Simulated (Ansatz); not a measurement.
Isolated molecules relaxed with PBE0-D4/def2-TZVP in Ansatz; ΔE leaves out vibrations. CCSD(T)/CBS adds triple-zeta CCSD(T) − MP2 to the extrapolated MP2 energy (def2 sets, frozen cores). DFT in def2-TZVPP. Each species was taken in one conformer, which may not be the lowest.

`C=CN(CC)C(C)(C)C` + `C[SiH](N)O` → `C=C[Si](C)(N)O` + `CCNC(C)(C)C`  (formal exchange of groups at a C–N bond)

`C=CN(CC)C(C)(C)C`:

```xyz
26

C     1.237    1.271   -2.257
C     0.203    0.840   -1.521
N     0.174   -0.157   -0.582
C     1.432   -0.790   -0.257
C     2.331   -0.003    0.689
C    -0.979   -0.213    0.338
C    -2.271   -0.364   -0.469
C    -0.873   -1.426    1.254
C    -1.056    1.053    1.196
H     2.246    0.892   -2.165
H     1.063    2.034   -3.003
H    -0.758    1.313   -1.685
H     1.954   -0.954   -1.204
H     1.241   -1.783    0.150
H     1.907    0.046    1.695
H     2.473    1.018    0.332
H     3.312   -0.479    0.766
H    -2.212   -1.239   -1.120
H    -2.483    0.507   -1.090
H    -3.118   -0.490    0.209
H    -1.761   -1.464    1.888
H    -0.004   -1.376    1.912
H    -0.830   -2.357    0.684
H    -1.130    1.944    0.570
H    -0.167    1.156    1.821
H    -1.933    1.025    1.849
```

`C[SiH](N)O`:

```xyz
11

C     0.915   -0.043    1.137
Si   -0.600   -0.081    0.055
N    -0.070   -0.495   -1.524
O    -1.409    1.356    0.014
H     0.652    0.292    2.143
H     1.364   -1.037    1.224
H     1.672    0.639    0.741
H    -1.622   -1.001    0.620
H    -0.722   -0.718   -2.258
H     0.809   -0.966   -1.660
H    -0.987    2.055   -0.490
```

`C=C[Si](C)(N)O`:

Z-matrix (Å, degrees):
```
Si
C 1 1.859
N 1 1.723 2 115.0
C 1 1.863 2 111.0 3 -121.1
O 1 1.651 2 103.5 3 116.9
C 2 1.330 1 124.3 3 113.6
H 2 1.090 1 118.1 3 -65.5
H 3 1.008 1 120.1 2 51.5
H 3 1.008 1 119.2 2 -90.4
H 4 1.093 1 110.4 2 -177.8
H 4 1.093 1 111.9 2 62.1
H 4 1.092 1 110.7 2 -58.4
H 5 0.959 1 115.2 2 -164.6
H 6 1.087 2 121.8 1 1.5
H 6 1.087 2 122.5 1 -178.8
```

`CCNC(C)(C)C`:

```xyz
22

C    -0.836    2.466    0.355
C    -1.328    1.132   -0.187
N    -0.324    0.351   -0.889
C     0.358   -0.730   -0.177
C    -0.625   -1.877    0.044
C     1.477   -1.207   -1.094
C     0.958   -0.307    1.169
H    -1.653    3.025    0.820
H    -0.046    2.336    1.096
H    -0.439    3.084   -0.456
H    -1.735    0.530    0.631
H    -2.171    1.318   -0.863
H     0.361    0.966   -1.310
H    -1.449   -1.582    0.698
H    -1.047   -2.197   -0.910
H    -0.124   -2.727    0.512
H     2.205   -0.409   -1.266
H     1.070   -1.515   -2.059
H     2.009   -2.053   -0.653
H     0.186    0.049    1.855
H     1.690    0.494    1.033
H     1.463   -1.148    1.651
```

| level | ΔE (kJ/mol) |
| --- | --- |
| PBE0 | -30.8 |
| CCSD/CBS(def2) | -39.1 |

**Question.** What does CCSD(T)/CBS give? (Best estimate.)

**Answer.** Computed: -34.9 kJ/mol. The listed levels differ from it by 4.1, -4.2 kJ/mol.

Largest T1 diagnostic among the species: 0.011.

In def2-TZVPP, CCSD(T) changes the Hartree–Fock value by +17.0 kJ/mol (the triples alone add +4.2 kJ/mol) and MP2 by +23.8 kJ/mol. The D4 term adds +7.6 kJ/mol with B3LYP and +4.6 kJ/mol with PBE0; it sums over pairs of atoms, weighted by their polarisabilities, and B3LYP, whose exchange is more repulsive, gets the larger term.

B3LYP here is the variant with VWN-RPA as its local correlation; programs differ in this.
